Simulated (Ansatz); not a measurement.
Geometry optimisation, RKS PBE0-D4/def2-SVP (Ansatz).

input.yaml

```yaml
crystal:
  periodic: [false, false, false]
  atoms:
    - { symbol: W, position_ang: [-0.433945, -0.442533, 0.336536] }
    - { symbol: F, position_ang: [0.006189, -0.031359, 2.113503] }
    - { symbol: H, position_ang: [1.100638, -0.040806, -0.062222] }
    - { symbol: H, position_ang: [-0.042608, 1.083777, -0.090771] }
    - { symbol: H, position_ang: [-1.685263, 0.352114, -0.481073] }
    - { symbol: H, position_ang: [0.301359, -1.705487, -0.52137] }
    - { symbol: H, position_ang: [-0.05025, -0.08425, -1.256247] }
    - { symbol: Cl, position_ang: [1.991172, 2.113032, 1.136829] }
    - { symbol: H, position_ang: [1.454709, 1.507811, 2.192614] }
basis:
  gaussian: { orbitals: def2-SVP }
hamiltonian:
  xc: pbe0
  dispersion: d4
relax:
  f_tol: 0.03
  max_steps: 50
output:
  orbitals: {}
```

Command:

```bash
$ ansatz run input.yaml --threads 2 --pin off --max-ram 3072MiB --backend cpu --events-out ev --progress --plain --runs-dir out
```

Problem. Where does it end, and by what steps?

Solution. The forces met the threshold. After 10 steps the energy has fallen by 0.218 eV; Cl8 moved furthest, 0.78 Å.

| step | energy less start (eV) | largest force component (eV/Å) | accepted |
| --- | --- | --- | --- |
| 0 | 0.0000 | 1.149 | yes |
| 1 | -0.1230 | 0.836 | yes |
| 2 | -0.1541 | 0.780 | yes |
| 3 | -0.1861 | 0.730 | yes |
| 4 | -0.1958 | 0.221 | yes |
| 5 | -0.2042 | 0.103 | yes |
| 6 | -0.2114 | 0.220 | yes |
| 7 | -0.2150 | 0.139 | yes |
| 8 | -0.2167 | 0.080 | yes |
| 9 | -0.2172 | 0.040 | yes |
| 10 | -0.2176 | 0.029 | yes |

```xyz
9
Properties=species:S:1:pos:R:3
W -0.463 -0.469 0.305
F 0.166 0.153 1.994
H 1.038 -0.114 -0.250
H -0.088 1.027 -0.249
H -1.779 0.233 -0.491
H 0.220 -1.794 -0.494
H -0.232 -0.242 -1.332
Cl 2.313 2.437 1.768
H 1.467 1.522 2.117
```

Whether the end is a true minimum wasn't checked by a vibrational analysis.

Run time: 30 s on 2 threads of Arm Neoverse V2, on a shared host, peak memory 0.2 GiB.
